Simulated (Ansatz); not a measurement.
`C[SiH](O)Br` → HBr + `C[Si]O` at 700 K and 1 bar (silylene formation by 1,1-elimination).

Calculated with Ansatz (gas phase, PBE0-D4/def2-TZVP geometries, no zero-point term in ΔE). CBS: MP2 limit from def2 TZ/QZ plus the TZ coupled-cluster correction, frozen cores. This one scheme is used for every species. For Br outer-core shells are correlated without core-valence functions, which leaves a few kJ/mol of doubt a bond. Scalar relativity is left out up to krypton. Each species was taken in one conformer, which may not be the lowest.

```json
{"species": "`C[SiH](O)Br`", "CCSD(T)/CBS energy (Eh)": "-2978.74949", "H − E (kJ/mol)": "230.1", "S (J/(mol·K))": "443.6"}
{"species": "HBr", "CCSD(T)/CBS energy (Eh)": "-2573.91920", "H − E (kJ/mol)": "36.5", "S (J/(mol·K))": "223.7"}
{"species": "`C[Si]O`", "CCSD(T)/CBS energy (Eh)": "-404.71755", "H − E (kJ/mol)": "182.1", "S (J/(mol·K))": "367.0"}
```

H − E and S are ideal-gas, rigid-rotor, harmonic terms from PBE0-D4/def2-TZVP, for one conformer and one mirror image of each species. 1 Eh = 2625.50 kJ/mol, R = 8.31446 J/(mol·K).

Q: By hand: ΔE, ΔH, ΔS and ΔG.

A: ΔE = (-2573.91920) + (-404.71755) − (-2978.74949) = 0.11274 Eh = 296.0 kJ/mol. Δ(H − E) = 36.5 + 182.1 − 230.1 = -11.5, so ΔH = 284.5 kJ/mol. ΔS = 223.7 + 367.0 − 443.6 = 147.1 J/(mol·K). ΔG = 284.5 − 700 × (147.1)/1000 = 181.5 kJ/mol.

Q: By hand: the equilibrium constant, and the temperature at which ΔG would vanish if ΔH and ΔS stayed fixed.

A: log₁₀ K = −ΔG/(RT ln 10) = -13.5. ΔG = 0 at ΔH/ΔS = 1934 K.

The number of gas molecules changes by +1, which sets the sign of ΔS. A doubt of 5 kJ/mol in ΔE shifts log₁₀ K by 0.4 here. Other conformers and mirror images would add mixing entropy, several J/(mol·K) or more a flexible species. These are equilibria of isolated gas molecules and say nothing of rates. Largest T1 diagnostic: 0.014 (customary marks: 0.02 for closed shells, 0.045 for open ones).
